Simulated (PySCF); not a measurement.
**Electron correlation in Sn⁺ (tin, charge +1)**

[Kr] 4d10 5s2 5p1, 2P determinant. Computed with PySCF 2.14 in def2-TZVP with the def2 core potential (28 electrons) (6s5p3d2f, 50 functions), with a scalar-relativistic core potential. Frozen: 4s2 4p6 4d10; 3 electrons correlated.

MP2 pair energies summed by pair of shells (mhartree):

| pair | energy | share (%) |
| --- | --- | --- |
| 5s-5s | -18.39 | 57.1 |
| 5s-5p | -13.84 | 42.9 |

Total MP2 correlation energy: -32.23 mhartree.

Same-spin part -2.20 and opposite-spin part -30.03 mhartree; SCS-MP2 scales them by 1/3 and 6/5 to -36.77 mhartree.

```
  level  correlation energy (mhartree)
   CCSD                         -44.01
    (T)                          -0.65
CCSD(T)                         -44.66
```

Diagnostics: T1 = 0.010, D1 = 0.0240, largest double amplitude 0.093.

Cost of the coupled-cluster step: 1.2 s of wall time on 1 thread of Neoverse-N1 (shared host), for 3 correlated electrons.

Iterations:

```
CC2 = 0
CCSD nocc = (np.int64(2), np.int64(1)), nmo = (41, 41)
frozen orbitals [[0, 1, 2, 3, 4, 5, 6, 7, 8], [0, 1, 2, 3, 4, 5, 6, 7, 8]]
max_cycle = 100
direct = 0
conv_tol = 1e-08
conv_tol_normt = 1e-06
diis_space = 8
diis_start_cycle = 0
Init t2, MP2 energy = -0.0322282569614302
Init E_corr(UCCSD) = -0.0322282569617237
cycle = 1  E_corr(UCCSD) = -0.0398906825089049  dE = -0.00766242555  norm(t1,t2) = 0.0464752
cycle = 2  E_corr(UCCSD) = -0.0423490780883558  dE = -0.00245839558  norm(t1,t2) = 0.0191181
cycle = 3  E_corr(UCCSD) = -0.0440159981850698  dE = -0.0016669201  norm(t1,t2) = 0.00865023
cycle = 4  E_corr(UCCSD) = -0.0440025600783087  dE = 1.34381068e-05  norm(t1,t2) = 0.00104176
cycle = 5  E_corr(UCCSD) = -0.0440123073626872  dE = -9.74728438e-06  norm(t1,t2) = 0.000129065
cycle = 6  E_corr(UCCSD) = -0.0440097655449694  dE = 2.54181772e-06  norm(t1,t2) = 2.11795e-05
cycle = 7  E_corr(UCCSD) = -0.0440108839615728  dE = -1.1184166e-06  norm(t1,t2) = 5.242e-06
cycle = 8  E_corr(UCCSD) = -0.0440105721098864  dE = 3.11851686e-07  norm(t1,t2) = 1.45478e-06
cycle = 9  E_corr(UCCSD) = -0.044010603805117  dE = -3.16952306e-08  norm(t1,t2) = 2.3157e-07
cycle = 10  E_corr(UCCSD) = -0.0440106083613189  dE = -4.55620187e-09  norm(t1,t2) = 4.51719e-08
UCCSD converged
E(UCCSD) = -213.1320453083662  E_corr = -0.04401060836131886
UCCSD(T) correction = -0.000653443165245453
```
